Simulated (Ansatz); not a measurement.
Input for Ansatz (a program for electronic structure): R-B3LYP-D3(BJ)/def2-TZVP on CHN (SMILES C#N).

Ansatz 0.2 input:
```yaml
crystal:
  periodic: [false, false, false]
  atoms:
    - {symbol: C, position_ang: [-0.03170000, -0.00050000, 0.00000000]}
    - {symbol: N, position_ang: [1.12820000, 0.01690000, 0.00000000]}
    - {symbol: H, position_ang: [-1.09650000, -0.01640000, 0.00000000]}
basis:
  gaussian:
    orbitals: def2-TZVP
hamiltonian:
  xc: b3lyp
  dispersion: d3bj
relax: {f_tol: 0.004, max_steps: 120}
scf: {lower_state_search: off}
```

Problem. What total energy does the run end on?

Solution. -93.4657 hartree.
